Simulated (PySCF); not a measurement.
CH₅NOPb, SMILES [Pb]([O]C)[NH2] (connectivity only; charge and spin as stated), neutral, multiplicity 1.

Geometry optimised at PBE0-D3(BJ)/def2-SVP. The def2 effective core potentials stand for the cores of Pb; spin–orbit coupling is left out. Other conformers were not sampled.

Level of theory: TDA-PBE/def2-SVPD in PySCF.

Vertical excitations. Isolated molecule, no solvent. State labels are in the subgroup Cs.

Computed UV-visible absorptions:
```csv
state,symmetry,energy (eV),λ (nm),f,main pairs
S1,A",3.56,348,0.007,HOMO−1→LUMO 99 %
S2,A',3.81,325,0.032,HOMO→LUMO 79 %
S3,A',4.55,272,0.077,"HOMO−2→LUMO 76 %, HOMO→LUMO 12 %"
S4,A",4.67,266,0.006,HOMO→LUMO+1 99 %
S5,A",5.05,245,0.002,HOMO−2→LUMO+1 84 %
S6,A",5.18,240,0.056,"HOMO−3→LUMO 78 %, HOMO→LUMO+2 18 %"
S7,A',5.19,239,0.062,"HOMO−1→LUMO+1 74 %, HOMO−1→LUMO+2 22 %"
S8,A",5.27,235,0.000,"HOMO→LUMO+2 70 %, HOMO−2→LUMO+1 14 %, HOMO−3→LUMO 14 %"
S9,A",5.66,219,0.005,HOMO→LUMO+3 99 %
S10,A",5.72,217,0.021,HOMO−2→LUMO+2 96 %
T1,A',2.89,429,0,HOMO→LUMO 94 %
T2,A',3.19,389,0,HOMO−2→LUMO 94 %
T3,A",3.32,373,0,HOMO−1→LUMO 99 %
T4,A",4.39,282,0,HOMO−3→LUMO 95 %
```
Triplets are in the Tamm–Dancoff approximation.
